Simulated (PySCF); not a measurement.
Te(H)(NH2) (H3NTe), SMILES [TeH]N.

Coordinates come from a B3LYP-D3(BJ)/def2-TZVP optimisation. The def2 effective core potentials stand for the cores of Te; spin–orbit coupling is left out.

The numbers are results of PySCF with HF/def2-TZVPD, not measurements.

Symmetry labels are those of the subgroup Cs that the program uses (full group Cs).

**Question.** List the valence orbital energies around the gap with their symmetry. (An estimate is asked for; the answer gives what the named calculation found.)

**Answer.** 
| orbital | symmetry | energy (eV) |
|---|---|---|
| HOMO−7 | A' | -52.84 |
| HOMO−6 | A' | -31.03 |
| HOMO−5 | A' | -21.76 |
| HOMO−4 | A" | -17.98 |
| HOMO−3 | A' | -15.11 |
| HOMO−2 | A' | -12.08 |
| HOMO−1 | A' | -11.32 |
| HOMO | A" | -8.66 |
| LUMO | A' | 0.93 |
| LUMO+1 | A' | 1.42 |
| LUMO+2 | A" | 1.52 |
| LUMO+3 | A' | 1.76 |
